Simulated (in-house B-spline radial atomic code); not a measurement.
Sr⁺. Computed with a B-spline radial atomic code. Model: non-relativistic spherical atom: semilocal Troullier-Martins pseudo-atom, one channel per l, against all electrons, high spin, G0W0 and RPA with empty states to l = 8, local potential for every l without a channel, a model core (radius 0 = none) keeps its share of the functional.

Without relativity these are model numbers for so heavy an element.

What the tables leave out is listed at the end.

The pseudopotential gives back the lowest level of each angular momentum of its own functional in the configuration it was made in; a second state of the same l is only approximately right. Exact exchange, RPA and GW see the smooth pseudo-orbitals and miss the exchange with the core, for which the functional's share stands in. The column with an uncorrelated core keeps all orbitals and exact exchange, and so separates missing core correlation from pseudisation. Only the three outermost levels and the lowest empty one were computed. RPA here is direct RPA, with no exchange kernel, and its energies carry an (l + 1/2)⁻⁴ tail. A hybrid on a potential with a model core restores only its own semilocal share of the core's exchange.

Command:
```bash
python run_psgw.py task.json out
```
Settings (lengths in bohr, energies in hartree):
```
Z                      38
electrons              37
configuration          [Kr] 5s1
generated_in           [Kr] 5s2
functional             lda,vwn
core_shells            7
radius_factor          0.9
core_correction        False
ion_configuration      [Ar] 3d10 4s2 4p6
```

Cost of the run: 60 s on 1 thread of Arm Neoverse N1 (shared host).

Given: made with LDA VWN5; model core radius 0 bohr; local radius 1.515 bohr; mean-field start LDA VWN5.

Valence shells of the generating configuration: 4p, 5s.

Channel: s 3.32, p 1.197, d 1.863 (radii in bohr).

Computed: largest level miss in the spin-unpolarised generating configuration 0 eV; all-electron RPA polarisability, core included 57.75 bohr³; pseudo-atom RPA polarisability 57.717 bohr³; ionisation by mean-field all-electron 11.186 eV; ionisation by mean-field pseudo minus all -0.016 eV; ionisation by RPA all-electron 11.414 eV; ionisation by RPA pseudo minus all 0.494 eV.

```csv
level,occupied,mean-field all-electron (eV),mean-field pseudo minus all (eV),G0W0 all-electron (eV),G0W0 uncorrelated core minus all (eV),G0W0 pseudo minus all (eV),exchange self-energy all-electron (eV),exchange self-energy pseudo (eV)
5s up,1,-8.7363,0.006,-11.38,0.045,-0.393,-7.9826,-7.7074
```

**Question.** What is the valence RPA correlation energy pseudo?

**Answer.** -0.43051 hartree.

**Question.** What is the valence RPA correlation energy all-electron orbitals?

**Answer.** -0.31416 hartree.

Given: mean-field start PBE0.

Computed: valence RPA correlation energy all-electron orbitals -0.28808 hartree; all-electron RPA polarisability, core included 51.784 bohr³; pseudo-atom RPA polarisability 47.267 bohr³; ionisation by mean-field all-electron 10.895 eV; ionisation by mean-field pseudo minus all 0.23 eV; ionisation by RPA pseudo minus all 0.492 eV.

```tsv
level	occupied	mean-field all-electron (eV)	mean-field pseudo minus all (eV)	G0W0 all-electron (eV)	G0W0 uncorrelated core minus all (eV)	G0W0 pseudo minus all (eV)	exchange self-energy all-electron (eV)	exchange self-energy pseudo (eV)
5s up	1	-9.0974	-0.197	-11.298	0.045	-0.441	-7.7011	-7.8351
5s down (empty)	0	-6.8319	-0.145	-5.786	0.044	-0.31	-1.5289	-1.499
```

**Question.** What is the ionisation by RPA all-electron?

**Answer.** 11.248 eV.

**Question.** What is the valence RPA correlation energy pseudo?

**Answer.** -0.40285 hartree.

Given: mean-field start Hartree-Fock.

Computed: valence RPA correlation energy pseudo -0.34085 hartree; all-electron RPA polarisability, core included 39.269 bohr³; ionisation by mean-field all-electron 10.294 eV; ionisation by mean-field pseudo minus all 0.937 eV; ionisation by RPA all-electron 10.992 eV; ionisation by RPA pseudo minus all 0.538 eV.

| level | occupied | mean-field all-electron (eV) | mean-field pseudo minus all (eV) | G0W0 all-electron (eV) | G0W0 uncorrelated core minus all (eV) | G0W0 pseudo minus all (eV) | exchange self-energy all-electron (eV) | exchange self-energy pseudo (eV) |
| --- | --- | --- | --- | --- | --- | --- | --- | --- |
| 5s up | 1 | -10.321 | -0.995 | -11.132 | 0.042 | -0.606 | -7.2322 | -8.4586 |
| 4p down | 1 | -35.738 | 2.491 | -36.022 | -0.162 | 1.645 | -27.04 | -18.926 |
| 4p up | ? | ? | ? | ? | ? | ? | ? | ? |
| 5s down (empty) | 0 | -4.5403 | -0.397 | -5.4687 | 0.029 | -0.177 | -0.83691 | -1.1952 |

**Question.** What belongs in the row 4p up?

**Answer.** occupied: 1; mean-field all-electron (eV): -35.848; mean-field pseudo minus all (eV): 2.136; G0W0 all-electron (eV): -36.118; G0W0 uncorrelated core minus all (eV): -0.166; G0W0 pseudo minus all (eV): 1.58; exchange self-energy all-electron (eV): -27.055; exchange self-energy pseudo (eV): -19.243.

**Question.** What is the valence RPA correlation energy all-electron orbitals?

**Answer.** -0.23525 hartree.

**Question.** What is the pseudo-atom RPA polarisability?

**Answer.** 28.47 bohr³.

Among the listed levels the largest G0W0 shift of the pseudo-atom is +1.65 eV, for 4p down on the Hartree-Fock start, while leaving the core uncorrelated moves that level by -0.16 eV. So pseudisation and the lost core exchange, not the missing core correlation, make the error. Not in the tables (levels of low weight, unsolved or above zero; the highest and the empty levels are kept at any weight): on LDA the G0W0 levels 4p down (pseudo minus all +0.45 eV, weights 0.59 and 0.51), 4p up (pseudo minus all +1.07 eV, weights 0.34 and 0.25), 5s down (pseudo minus all -0.34 eV, weights 0.63 and 0.55); on PBE0 the G0W0 levels 4p down (pseudo minus all +1.57 eV, weights 0.48 and 0.70), 4p up (pseudo minus all +1.58 eV, weights 0.52 and 0.69).
